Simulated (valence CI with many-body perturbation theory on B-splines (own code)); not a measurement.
## Te³⁰⁺: one-electron terms

Calculated by configuration interaction combined with many-body perturbation theory (CI+MBPT): four valence electrons over a frozen Dirac-Fock core [Ar], a basis of 9 s, 9 p, 10 d, 8 f, 5 g, 3 h, 1 i functions for each j, with the one-electron correlation potential Σ1 (screened to all orders), the two-electron term Σ2, the three-electron term Σ3, Breit, model QED; selected single and double excitations, second order for the rest (own B-spline code, finite nucleus).

No measured spectrum was set against this ion. As an estimate, large intervals hold to a few tenths of a per cent, small ones and those within an open d or f shell to about a per cent. Core correlation moves these levels by up to 7700 cm⁻¹, and in measured spectra 5 to 20 % of such shifts remained as error; rates that hang on mixing are uncertain with them. Only levels of the ground parity were solved; by the run's estimate the other parity begins above the list, which can be wrong where configurations are misplaced.

These are the spectroscopic orbitals of the CI (the correlating ones are not listed), shaped by the core and the other valence electrons. h is the expectation value of the core's Dirac-Fock operator, without the valence repulsion; Σ1 is computed up to l = 3 at one energy for each symmetry, that of its lowest orbital but kept below the first core excitation, so for empty shells it is not the orbital's own correlation shift; Breit and QED include the response of the core.

| Orbital | h (hartree) | Σ1 (cm⁻¹) | Breit (cm⁻¹) | QED (cm⁻¹) | ⟨r⟩ (bohr) |
| --- | --- | --- | --- | --- | --- |
| 4s1/2 | -44.956 | -7447 | 3581 | 2612 | 0.6010 |
| 5s1/2 | -27.359 | -2796 | 1722 | 1274 | 0.9859 |
| 6s1/2 | -18.413 | -1389 | 942 | 707 | 1.470 |
| 4p1/2 | -43.183 | -9545 | 5658 | -112 | 0.5994 |
| 5p1/2 | -26.49 | -3496 | 2793 | -52.5 | 0.9928 |
| 6p1/2 | -17.925 | -1722 | 1556 | -28.6 | 1.486 |
| 4p3/2 | -42.339 | -9164 | 3546 | 153 | 0.6124 |
| 5p3/2 | -26.085 | -3435 | 1753 | 78.1 | 1.009 |
| 6p3/2 | -17.7 | -1707 | 1023 | 44.3 | 1.505 |
| 3d3/2 | -75.815 | -21718 | 7319 | -706 | 0.2641 |
| 4d3/2 | -39.746 | -9336 | 2584 | -191 | 0.5906 |
| 5d3/2 | -24.848 | -3635 | 1264 | -88.3 | 1.005 |
| 3d5/2 | -75.285 | -20901 | 3467 | -395 | 0.2669 |
| 4d5/2 | -39.559 | -9126 | 1274 | -91.2 | 0.5940 |
| 5d5/2 | -24.756 | -3540 | 616 | -40.0 | 1.009 |
| 4f5/2 | -37.194 | -20347 | 208 | -107 | 0.5414 |
| 5f5/2 | -23.679 | -8399 | 93.9 | -52.3 | 0.9700 |
| 4f7/2 | -37.136 | -18351 | -185 | -71.2 | 0.5428 |
| 5f7/2 | -23.647 | -7544 | -76.1 | -33.5 | 0.9717 |
| 5g7/2 | -23.05 |  | 13.0 | -11.3 | 0.8786 |
| 5g9/2 | -23.036 |  | -22.0 | -2.7 | 0.8794 |

Among the shells of the start configuration 3d4, Σ1 is largest in size for 3d3/2, where it is 0.13 % of h.

Lowest root of each symmetry, sizes in configuration state functions:

| J | Parity | Roots | Reference | Variational | Second order | Change by selected CI (cm⁻¹) | Change by second order (cm⁻¹) |
| --- | --- | --- | --- | --- | --- | --- | --- |
| 0 | even | 5 | 19 | 7173 | 25083 | -10606 | -1 |
| 1 | even | 4 | 43 | 17017 | 30736 | -8990 | -2 |
| 2 | even | 8 | 61 | 25267 | 45562 | -8745 | -4 |
| 3 | even | 6 | 57 | 24213 | 57976 | -9205 | -13 |
| 4 | even | 7 | 48 | 24931 | 90380 | -10414 | -17 |
| 5 | even | 2 | 29 | 22321 | 10634 | -10511 | -9 |
| 6 | even | 2 | 15 | 18933 | 7459 | -10750 | -6 |
